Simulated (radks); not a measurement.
Values are calculated unless marked as measured or tabulated.
The mean radii <r> (bohr) of the occupied orbitals of an atom or ion are listed with their occupations. Code: a radial shooting solver on a logarithmic mesh with Libxc functionals. Model: Dirac Kohn-Sham, LDA (Slater exchange, Perdew-Wang correlation), spin-unpolarised, spherical densities, finite nucleus; Fermi nuclear charge, rms radius of each element as measured or else 0.836 A^(1/3) + 0.57 fm.

| orbital | occ. | <r> |
|---|---|---|
| 1s1/2 | 2 | 0.04414 |
| 2s1/2 | 2 | 0.1960 |
| 2p1/2 | 2 | 0.1686 |
| 2p3/2 | 4 | 0.1724 |
| 3s1/2 | 2 | 0.5749 |
| 3p1/2 | 2 | 0.5829 |
| 3p3/2 | 4 | 0.5935 |
| 3d3/2 | 4 | 0.6265 |
| 3d5/2 | 6 | 0.6308 |
| 4s1/2 | 2 | 1.689 |
| 4p1/2 | 2 | 1.962 |

Name the element and its charge. Open shells, if any, fill j = l - 1/2 first.

Answer. Z = 34, selenium, charge +2: Se2+ in [Ar] 3d10 4s2 4p2. The 1s radius gives Z: for a bare nucleus <r> = (2 gamma + 1)/(2Z) with gamma = sqrt(1 - (Z/c)^2), 0.0432 bohr for Z = 34, and screening makes it slightly larger (0.04414 here). The occupations add up to 32, and the charge is Z minus that.
